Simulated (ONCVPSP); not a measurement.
# Pb, ONCV: configuration errors across variants

- Element: Pb
- Generator: ONCVPSP 4.0.1
- Type: optimised norm-conserving Vanderbilt (ONCV)
- Functional: PBEsol
- Relativity: fully relativistic
- Frozen core: [Kr] 4d10 4f14
- Valence charge: 22
- Reference configuration: 5s2 5p6 5d10 6s1.5 6p2.5
- Partial waves: 5s+6s: rc 1.45 bohr, ncon 4, nbas 8, qcut 6.5 1/bohr, 2 projectors; 5p+6p: rc 1.40 bohr, ncon 4, nbas 7, qcut 8.3 1/bohr, 2 projectors; 5d: rc 1.90 bohr, ncon 4, nbas 8, qcut 7.1 1/bohr, 2 projectors, debl 2.6 Ha
- Local potential: polynomial inside 1.35 bohr (lpopt 5, dvloc0 4 Ha)
- Core correction: none

Open shells are filled in proportion to 2j + 1.

All-electron excitation energies from the reference (eV): (1) 5s2 5p6 5d10 6s2 6p2 -4.255; (2) 5s2 5p6 5d10 6s2 6p1 2.467; (3) 5s2 5p6 5d10 6s2 6p0 16.076; (4) 5s2 5p6 5d9 6s2 6p2 22.819.

Errors AE − PS in meV (a dash: test not solved or not reliable):

```csv
change,(1),(2),(3),(4),bound ghosts,GHOST(+) flags above zero
base,-0.4,+0.1,+1.1,+11,none,none
d: rc 1.36,-0.4,+0.3,+1.5,-58,none,d3/2
d: rc 1.44,-0.4,+0.2,+1.1,-5.6,none,none
d: rc 1.6,-0.4,+0.2,+1.1,-0.7,none,none
d: rc 1.78,-0.4,+0.1,+1.1,+3.5,none,none
d: rc 1.96,-0.4,+0.1,+1.1,+15,none,none
d: rc 2.12,-0.4,0.0,+1.1,+32,none,none
d: rc 2.28,-0.5,0.0,+1.1,+56,none,none
d: rc 2.5,-0.7,-0.2,+1.2,+97,none,none
d: rc 2.76,-1.0,-0.2,+1.1,+151,none,none
```

**Question.** Give the same row for: d: rc 2.66.

**Answer.** -0.9, -0.2, +1.2, +130; bound ghosts: none; GHOST(+) flags above zero: none.
